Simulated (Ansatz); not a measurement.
`CO[Si](N)(F)Cl`, relaxed with RKS PBE0-D4/def2-TZVP in the Gaussian-basis code of Ansatz from a PBE-D4/def2-SVP geometry. The force threshold is 0.005 eV/Å; the program also tests the step.

Total charge 0; spin multiplicity 1.

Start:

```xyz
11

C     0.804   -1.448    1.011
O     0.046   -0.260    0.829
Si   -0.287    0.410   -0.644
N    -0.946    1.953   -0.386
F     1.107    0.375   -1.504
Cl   -1.621   -0.705   -1.763
H     0.984   -1.582    2.097
H     0.253   -2.340    0.636
H     1.785   -1.399    0.491
H    -0.548    2.608    0.288
H    -1.578    2.389   -1.056
```

**Question.** By how much does the energy fall, and how many steps does the optimiser take? (An estimate is asked.)

**Answer.** Computed: 10.04 kJ/mol, in 10 steps, 2 of them rejected.

**Question.** Which bonds change most? (Best estimate.)

**Answer.** The calculation gave: Si3–F5 from 1.637 to 1.593 Å; O2–Si3 from 1.653 to 1.614 Å; Si3–Cl6 from 2.068 to 2.041 Å; Si3–N4 from 1.697 to 1.675 Å.

**Question.** Give the relaxed structure. (An estimate is asked.)

**Answer.** The calculation gave: 
```xyz
11

C     0.799   -1.434    1.001
O     0.052   -0.252    0.792
Si   -0.276    0.402   -0.646
N    -0.913    1.931   -0.394
F     1.068    0.368   -1.501
Cl   -1.599   -0.695   -1.747
H     0.973   -1.535    2.073
H     0.246   -2.310    0.651
H     1.763   -1.392    0.486
H    -0.577    2.543    0.329
H    -1.536    2.375   -1.044
```
